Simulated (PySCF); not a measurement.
ClH₃OS₂Si.

```xyz
8

O     -0.2348     0.2070     1.8985
Si    -0.0336     0.0305     0.2650
S      0.1727     1.8448    -0.8442
S      1.7243    -1.1458     0.0228
Cl    -1.7495    -0.8336    -0.5227
H     -1.0832     0.5653     2.1918
H      1.3207     2.1946    -0.2154
H      1.4997    -1.8576     1.1533
```

Geometry optimised at B3LYP-D3(BJ)/def2-SVP. The structure was generated by enumeration, and PubChem lists no compound with its InChIKey, so it may never have been made. Other conformers were not sampled.

These are KT2/pcSseg-1 (PySCF) values and carry that method's errors. Non-relativistic, no solvent.

Question: Give the absolute GIAO shielding of each atom: isotropic value and principal components (ppm). (The exact figures need the calculation; the answer reports its results.)

Answer: 
```
atom  σ(iso)    σ11    σ22    σ33   span
----  ------  -----  -----  -----  -----
O1     207.9  181.9  199.2  242.6   60.7
Si2    336.2  310.2  313.0  385.3   75.0
S3     617.3  518.4  568.2  765.4  247.0
S4     639.9  506.6  605.7  807.6  301.0
Cl5    779.7  652.0  714.2  973.1  321.1
H6      28.7   21.9   24.1   40.2   18.3
H7      29.6   22.2   27.1   39.5   17.3
H8      29.3   21.8   26.4   39.6   17.8
```
